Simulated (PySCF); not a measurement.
Compound: C₅H₇N₂ (charge +1).
Geometry (GFN2-xTB, Å), atoms numbered from 1 in this order:
```xyz
14
C5H7N2 angstrom
C      1.9275   -0.0386    0.0667
N      0.4859    0.0014    0.0243
C     -0.1706    1.1637    0.0447
C     -1.5615    1.1601   -0.0136
N     -2.2521    0.0409   -0.0876
C     -1.5906   -1.1006   -0.1051
C     -0.2030   -1.1436   -0.0500
H      2.2637   -0.7308    0.8396
H      2.3184   -0.3863   -0.8921
H      2.3346    0.9490    0.2728
H      0.3994    2.0789    0.1068
H     -2.1238    2.0835    0.0004
H     -2.1780   -2.0062   -0.1647
H      0.3495   -2.0719   -0.0644
```

The closed-shell ground state was solved at several levels (PySCF, density fitting, gas phase, non-relativistic).

```csv
level,basis functions,HOMO (eV),LUMO (eV),gap (eV)
PBE0/pcSseg-1,154,-12.98,-7.57,5.41
PBE0/def2-SVPD,196,-12.93,-7.56,5.37
```

Q: Estimate the row for CAM-B3LYP/def2-SVPD, a basis of 196 functions; the other rows only guide the guess.

A: HOMO -14.39 eV, LUMO -6.44 eV, gap 7.95 eV.

Q: Over all these levels, which gives the widest orbital gap and which the narrowest?

A: CAM-B3LYP/def2-SVPD (range-separated hybrid) has the widest, 7.95 eV, and PBE0/def2-SVPD (global hybrid, 25 % exact exchange) the narrowest, 5.37 eV. The two share the basis. From the narrowest to the widest the HOMO moves by -1.46 eV and the LUMO by +1.12 eV.
